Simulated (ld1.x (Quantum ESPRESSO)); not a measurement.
Varying the TM semilocal potential for Au

Base potential:

ld1.x (Quantum ESPRESSO) 7.5 input, shortened:

```
&input
   title='Au', zed=79., rel=1, dft='PBESOL', iswitch=3,
   config='[Xe] 4f14 5d10 6s0 6p0'
 /
 &inputp
   pseudotype=1, tm=.true., lloc=0,
   nlcc=.true., new_core_ps=.true., rcore=1.25
 /
3
5P  2  1   6.00   0.00  1.25  1.25  0.0
5D  3  2  10.00   0.00  1.80  1.80  0.0
5S  1  0   2.00   0.00  1.45  1.45  0.0
 &test
   configts(1)='5s2 5p6 5d10 6s0 6p0'
 /
```

Cutoffs, loose and tight: the cutoffs (Ry, on a coarse ladder) from which the occupation-weighted sum of valence levels, in a spherical-Bessel basis at the reference potential, stays within 10 and 1 mRy of its value at 400 Ry. They do not see the model core or the augmentation charge, which bear on the density cutoff. Test errors are all-electron minus pseudo excitation energies from the reference, over the configurations 5s2 5p6 5d10 6s1 6p0; 5s2 5p6 5d9 6s0 6p0; 5s2 5p6 5d8 6s0 6p0; 5s2 5p5 5d10 6s1 6p0; 5s2 5p6 5d7 6s0 6p0; 5s2 5p6 5d9 6s1 6p1; 5s1 5p6 5d10 6s1 6p0. A dash means not determined; rows that change the core or the reference have their own tests.

A semilocal file is local in each channel, so a ghost entry of none says nothing of the separable form that plane-wave codes build from it.

```csv
change,outcome,"cutoff, loose","cutoff, tight",bound ghosts,largest test error (meV)
base,generated,120 Ry,160 Ry,none,+3346
core correction none,generated,120 Ry,160 Ry,none,+3380
core correction Bessel-smoothed model core inside 0.50 bohr,generated,120 Ry,160 Ry,none,+3342
core correction Bessel-smoothed model core inside 0.58 bohr,generated,120 Ry,160 Ry,none,+3342
core correction Bessel-smoothed model core inside 0.74 bohr,generated,120 Ry,160 Ry,none,+3342
core correction Bessel-smoothed model core inside 0.90 bohr,generated,120 Ry,160 Ry,none,+3342
core correction Bessel-smoothed model core inside 1.00 bohr,generated,120 Ry,160 Ry,none,+3343
core correction Bessel-smoothed model core inside 1.14 bohr,generated,120 Ry,160 Ry,none,+3344
core correction Bessel-smoothed model core inside 1.22 bohr,generated,120 Ry,160 Ry,none,+3346
core correction Bessel-smoothed model core inside 1.38 bohr,generated,120 Ry,160 Ry,none,+3351
core correction Bessel-smoothed model core inside 1.48 bohr,generated,120 Ry,160 Ry,none,+3355
```
